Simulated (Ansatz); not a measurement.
Molecule: tetraethynylsilane, C8H4Si (charge 0, singlet). SMILES: C([Si](C#C)(C#C)C#C)#C
Geometry: optimised at B3LYP-D3(BJ)/def2-TZVP (Ansatz, a first-principles code).

Quantity: atomisation energy (electronic, to ground-state atoms), in kcal/mol. Valence correlation only, unless marked. Open shells are spin-unrestricted. No spin-orbit coupling. No relativistic terms. The coupled-cluster limit lacks core correlation, which all-electron functionals hold. CBS(X,Y): correlation extrapolated as X^-3; Hartree-Fock from the larger set. [CCSD(T)-MP2]/basis is that difference in the basis named.

```
level                                                                             program  atomisation energy (kcal/mol)  minus last row
-------------------------------------------------------------------------  --------------  -----------------------------  --------------
HF/6-31G*                                                                          Ansatz                         1074.7          -442.1
HF/cc-pV(T+d)Z                                                                     Ansatz                         1090.7          -426.1
r2SCAN-D3(BJ)/def2-TZVPD                                                   Ansatz + dftd3                         1521.4             4.6
r2SCAN-D4/def2-TZVPD                                                       Ansatz + dftd4                         1521.1             4.3
PBE0/def2-SVP                                                                      Ansatz                         1530.3            13.5
PBE0/def2-TZVPD                                                                    Ansatz                         1523.8             7.0
r2SCANh/def2-TZVPD                                                                 Ansatz                         1504.4           -12.4
HSE06/def2-TZVPD                                                                   Ansatz                         1525.7             8.9
wB97M-V/def2-TZVPD                                                                 Ansatz                         1519.5             2.7
MP2/STO-3G                                                                         Ansatz                         1574.1            57.3
MP2/cc-pV(T+d)Z                                                                    Ansatz                         1532.4            15.6
RI-MP2/aug-cc-pV(T+d)Z                                                             Ansatz                         1540.3            23.5
RI-MP2/cc-pV(Q+d)Z                                                                 Ansatz                         1559.8            43.0
SCS-MP2/STO-3G                                                                     Ansatz                         1564.4            47.6
SCS-MP2/6-31G*                                                                     Ansatz                         1422.7           -94.1
SCS-MP2/cc-pV(T+d)Z                                                                Ansatz                         1507.3            -9.5
CCSD/cc-pV(Q+d)Z                                                                   Ansatz                         1461.3           -55.5
CCSD(T)/6-31G                                                                      Ansatz                         1310.6          -206.2
CCSD(T)/cc-pV(Q+d)Z                                                                Ansatz                         1499.4           -17.4
RI-MP2/CBS(aug-cc-pV(T+d)Z,aug-cc-pV(Q+d)Z)+[CCSD(T)-MP2]/aug-cc-pV(D+d)Z          Ansatz                         1509.3            -7.5
CCSD(T)/CBS(cc-pV(T+d)Z,cc-pV(Q+d)Z)                                               Ansatz                         1516.8             0.0
```
